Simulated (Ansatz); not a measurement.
C3H9NSi can be A, `CC(C)=N[SiH3]`, or B, `CNC1C[SiH2]1`.

Computed with Ansatz on PBE0-D4/def2-TZVP structures; ΔE is electronic, products minus reactants. CCSD(T)/CBS adds triple-zeta CCSD(T) − MP2 to the extrapolated MP2 energy (def2 sets, frozen cores). DFT in def2-TZVPP. B3LYP here is the variant with VWN-RPA as its local correlation; programs differ in this. One conformer a species, not always the lowest.

Problem. Which is lower in electronic energy at CCSD(T)/CBS, and by how much? (An estimate is asked.)

Solution. Computed: A, by 36.4 kcal/mol.

Problem. Give E(B) − E(A) in kcal/mol with CCSD(T)/def2-TZVPP, B3LYP, ωB97M-V, HF/def2-TZVPP, MP2/def2-TZVPP, PBE-D4, CCSD/def2-TZVPP. (Best estimate.)

Solution. The calculation gave: CCSD(T)/def2-TZVPP 37.1, B3LYP 38.8, ωB97M-V 35.7, HF/def2-TZVPP 45.7, MP2/def2-TZVPP 35.8, PBE-D4 33.0, CCSD/def2-TZVPP 37.4. None reverses the order clearly.

Largest T1 diagnostic: 0.012.

In def2-TZVPP, CCSD(T) changes the Hartree–Fock value by −8.6 kcal/mol (the triples alone add −0.3 kcal/mol) and MP2 by −9.8 kcal/mol.
